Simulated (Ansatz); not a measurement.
Two isomers of C2H6O2Si: A = `O=C(O)C[SiH3]`, B = `O/C=C/[SiH2]O`.

Isolated molecules relaxed with PBE0-D4/def2-TZVP in Ansatz; ΔE leaves out vibrations. CBS: MP2 limit from def2 TZ/QZ plus the TZ coupled-cluster correction, frozen cores. Functionals use def2-TZVPP. B3LYP here is the variant with VWN-RPA as its local correlation; programs differ in this. One conformer a species, not always the lowest.

**Question.** Which is lower in electronic energy at CCSD(T)/CBS, and by how much? (An estimate is asked.)

**Answer.** Ansatz gave: B, by 9.9 kcal/mol.

**Question.** Give E(B) − E(A) in kcal/mol with r2SCAN-D4, PBE-D4, MP2/def2-TZVPP, B3LYP-D4, PBE0-D4, CCSD(T)/def2-TZVPP, CCSD/def2-TZVPP. (Best estimate.)

**Answer.** Ansatz gave: r2SCAN-D4 -6.9, PBE-D4 -5.2, MP2/def2-TZVPP -9.0, B3LYP-D4 -8.0, PBE0-D4 -6.1, CCSD(T)/def2-TZVPP -8.0, CCSD/def2-TZVPP -8.3. None reverses the order clearly.

Largest T1 diagnostic: 0.014.

From PBE to PBE0 (25 % exact exchange), in def2-TZVPP and without D4, E(B) − E(A) moves by −0.9 kcal/mol.
